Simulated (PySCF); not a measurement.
**Solvent effects on NMR parameters**

Geometry:
```tsv
atom	x (Å)	y (Å)	z (Å)
C1	-0.060	2.626	0.081
C2	0.058	1.129	0.062
C3	-1.087	0.336	-0.063
C4	-1.115	-1.061	-0.123
C5	-2.443	-1.751	-0.284
P6	0.306	-2.070	-0.034
C7	1.546	-0.841	0.114
C8	2.951	-1.304	0.224
O9	3.306	-2.454	0.212
C10	1.320	0.531	0.147
H11	0.113	3.045	-0.925
H12	0.682	3.081	0.753
H13	-1.060	2.950	0.403
H14	-2.050	0.859	-0.115
H15	-2.813	-1.645	-1.318
H16	-2.375	-2.827	-0.069
H17	-3.204	-1.315	0.382
H18	3.697	-0.471	0.322
H19	2.194	1.187	0.252
```

GIAO PBE0/pcSseg-1 in PySCF on one PBE0-D3(BJ)/def2-SVP conformer, non-relativistic, equivalent nuclei averaged. Solvents enter as an IEF-PCM continuum (benzene with ε = 2.3, acetone with ε = 20.5) around the gas-phase geometry. Shifts are referred to TMS computed in the same medium.

Gas phase, δ in ppm: C8 195.5, C4 182.7, C7 172.3, C10 146.0, C2 144.9, C3 144.6, C5 27.6, C1 25.1, H18 9.92, H14 7.78, H19 7.73, H15/H16/H17 2.86, H11/H12/H13 2.61. Dipole moment 5.13 D.

(1) How does each δ change in the continuum?

(2) Which of the listed nuclei move most (in ppm), and what does the model miss? (N and O are left out, as their reference compounds move with the solvent too.)

Answers

(1) 
```json
{"atoms": "C8", "environment": "aldehyde carbonyl carbon", "Δδ, benzene": "+2.9", "Δδ, acetone": "+6.5"}
{"atoms": "C4", "environment": "ring carbon next to a ring phosphorus", "Δδ, benzene": "+1.5", "Δδ, acetone": "+3.0"}
{"atoms": "C7", "environment": "ring carbon next to a ring phosphorus", "Δδ, benzene": "-0.1", "Δδ, acetone": "-0.2"}
{"atoms": "C10", "environment": "aromatic CH", "Δδ, benzene": "+1.6", "Δδ, acetone": "+4.0"}
{"atoms": "C2", "environment": "substituted aromatic carbon", "Δδ, benzene": "+2.2", "Δδ, acetone": "+5.0"}
{"atoms": "C3", "environment": "aromatic CH", "Δδ, benzene": "+1.6", "Δδ, acetone": "+3.6"}
{"atoms": "C5", "environment": "methyl carbon on an aromatic ring", "Δδ, benzene": "+0.4", "Δδ, acetone": "+0.9"}
{"atoms": "C1", "environment": "methyl carbon on an aromatic ring", "Δδ, benzene": "+0.3", "Δδ, acetone": "+0.6"}
{"atoms": "H18", "environment": "hydrogen on an aldehyde carbonyl carbon", "Δδ, benzene": "-0.02", "Δδ, acetone": "0.00"}
{"atoms": "H14", "environment": "hydrogen on an aromatic CH", "Δδ, benzene": "+0.17", "Δδ, acetone": "+0.42"}
{"atoms": "H19", "environment": "hydrogen on an aromatic CH", "Δδ, benzene": "+0.19", "Δδ, acetone": "+0.47"}
{"atoms": "H15/H16/H17", "environment": "hydrogen on a methyl carbon on an aromatic ring", "Δδ, benzene": "+0.05", "Δδ, acetone": "+0.10"}
{"atoms": "H11/H12/H13", "environment": "hydrogen on a methyl carbon on an aromatic ring", "Δδ, benzene": "+0.06", "Δδ, acetone": "+0.13"}
```

Changes are relative to the gas phase. The dipole moment becomes 5.99 D in benzene, 7.11 D in acetone.

(2) C8 (aldehyde carbonyl carbon, +6.5 ppm) in acetone. A continuum only polarises the solute; specific hydrogen bonds, the anisotropy of aromatic solvents and changes of geometry or conformer are outside it.
